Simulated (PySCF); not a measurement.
## How the method moves the HOMO and LUMO of `F[C@@H]1C[C@@H]1O[SiH3]`

Species: C3H7FOSi.
Z-matrix (Å and degrees, PBE0-D3(BJ)/def2-SVP geometry), rows numbered from 1:
```
F 
C   1  1.3603
C   2  1.4909  1  117.35
C   2  1.4985  1  115.71  3   -68.45
O   4  1.3755  2  119.05  3  -106.92
Si  5  1.6779  4  126.91  2   -47.24
H   2  1.0947  1  112.07  3   147.30
H   3  1.0933  2  115.22  4   105.09
H   3  1.0929  2  119.49  4  -109.87
H   4  1.0978  2  117.49  3   107.88
H   6  1.4900  5  111.71  4    99.82
H   6  1.4940  5  110.44  4   -23.36
H   6  1.4906  5  105.85  4  -142.04
```

Basis pcSseg-1 throughout (PySCF), one geometry. Isolated species at its PBE0-D3(BJ)/def2-SVP geometry (one conformer only).

Task: How do the orbital energies, the gap and the dipole change with the method?

Result: 
```json
{"method": "BLYP", "kind": "GGA", "HOMO (eV)": "-6.23", "LUMO (eV)": "-0.18", "gap (eV)": "6.05", "μ (D)": "1.82", "SCF cycles": "15"}
{"method": "OPBE", "kind": "GGA", "HOMO (eV)": "-6.30", "LUMO (eV)": "-0.16", "gap (eV)": "6.13", "μ (D)": "1.76", "SCF cycles": "16"}
{"method": "PBE", "kind": "GGA", "HOMO (eV)": "-6.34", "LUMO (eV)": "-0.35", "gap (eV)": "5.99", "μ (D)": "1.80", "SCF cycles": "15"}
{"method": "B97-D", "kind": "GGA", "HOMO (eV)": "-6.35", "LUMO (eV)": "-0.15", "gap (eV)": "6.20", "μ (D)": "1.84", "SCF cycles": "15"}
{"method": "KT2", "kind": "GGA", "HOMO (eV)": "-6.42", "LUMO (eV)": "-0.51", "gap (eV)": "5.91", "μ (D)": "1.76", "SCF cycles": "16"}
{"method": "KT3", "kind": "GGA", "HOMO (eV)": "-6.44", "LUMO (eV)": "-0.37", "gap (eV)": "6.06", "μ (D)": "1.73", "SCF cycles": "16"}
{"method": "BP86", "kind": "GGA", "HOMO (eV)": "-6.45", "LUMO (eV)": "-0.38", "gap (eV)": "6.07", "μ (D)": "1.83", "SCF cycles": "15"}
{"method": "LDA", "kind": "LDA", "HOMO (eV)": "-6.49", "LUMO (eV)": "-0.62", "gap (eV)": "5.88", "μ (D)": "1.84", "SCF cycles": "14"}
{"method": "B97-2", "kind": "global hybrid", "HOMO (eV)": "-7.51", "LUMO (eV)": "0.61", "gap (eV)": "8.13", "μ (D)": "1.89", "SCF cycles": "13"}
{"method": "B3LYP", "kind": "global hybrid", "HOMO (eV)": "-7.55", "LUMO (eV)": "0.39", "gap (eV)": "7.94", "μ (D)": "1.90", "SCF cycles": "14"}
{"method": "PBE0", "kind": "global hybrid", "HOMO (eV)": "-7.78", "LUMO (eV)": "0.59", "gap (eV)": "8.36", "μ (D)": "1.90", "SCF cycles": "14"}
{"method": "mPW1PW91", "kind": "global hybrid", "HOMO (eV)": "-7.82", "LUMO (eV)": "0.62", "gap (eV)": "8.44", "μ (D)": "1.91", "SCF cycles": "13"}
{"method": "BHandHLYP", "kind": "global hybrid", "HOMO (eV)": "-9.13", "LUMO (eV)": "1.56", "gap (eV)": "10.69", "μ (D)": "2.01", "SCF cycles": "12"}
{"method": "CAM-B3LYP", "kind": "range-separated hybrid", "HOMO (eV)": "-9.19", "LUMO (eV)": "1.66", "gap (eV)": "10.85", "μ (D)": "1.95", "SCF cycles": "12"}
{"method": "wB97X-D", "kind": "range-separated hybrid", "HOMO (eV)": "-9.68", "LUMO (eV)": "2.44", "gap (eV)": "12.12", "μ (D)": "1.94", "SCF cycles": "14"}
{"method": "LC-wPBE", "kind": "range-separated hybrid", "HOMO (eV)": "-10.53", "LUMO (eV)": "2.87", "gap (eV)": "13.41", "μ (D)": "1.97", "SCF cycles": "14"}
{"method": "HF", "kind": "Hartree–Fock", "HOMO (eV)": "-11.19", "LUMO (eV)": "3.91", "gap (eV)": "15.10", "μ (D)": "2.18", "SCF cycles": "10"}
```

The HOMO spans 4.95 eV, from BLYP down to HF, and the gap runs from 5.88 eV (LDA) to 15.10 eV (HF). Over the methods BLYP (0 %), OPBE (0 %), PBE (0 %), B97-D (0 %), KT2 (0 %), KT3 (0 %), BP86 (0 %), LDA (0 %), B97-2 (21 %), B3LYP (20 %), PBE0 (25 %), mPW1PW91 (25 %), BHandHLYP (50 %), HF (100 %), a straight line through the gap against the share of exact exchange rises by 0.91 eV for each 10 % (correlation coefficient 0.999). The dipole ranges from 1.73 D (KT3) to 2.18 D (HF). This basis has no diffuse functions.
